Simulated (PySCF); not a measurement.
Excitations are Tamm–Dancoff values on a coarser integration grid. The basis has no diffuse functions, so Rydberg states are missing or too high.

**Cl$_{3}$Ga, SMILES `[Cl][Ga]([Cl])[Cl]` (charge 0, multiplicity 1)**

All values below come from PBE0-D4/def2-TZVP (PySCF).

The HOMO is -9.46 eV. The dipole moment is 0.000 e·Å and the HOMO–LUMO gap is 7.51 eV. The LUMO is -1.95 eV, the S1 excitation (TDA) is 6.08 eV and the S1 oscillator strength is 0.000. The T1 excitation (TDA) is 5.69 eV. The S1–T1 gap (TDA) is 0.39 eV. The total energy is -3304.9655 Ha and the cost is roughly 60 core-seconds.

```xyz
4

Cl     1.9043    -0.9118    -0.0504
Ga    -0.0001     0.0001    -0.0002
Cl    -0.1628     2.1057     0.0048
Cl    -1.7414    -1.1941     0.0457
```
Charge 0, spin multiplicity 1.
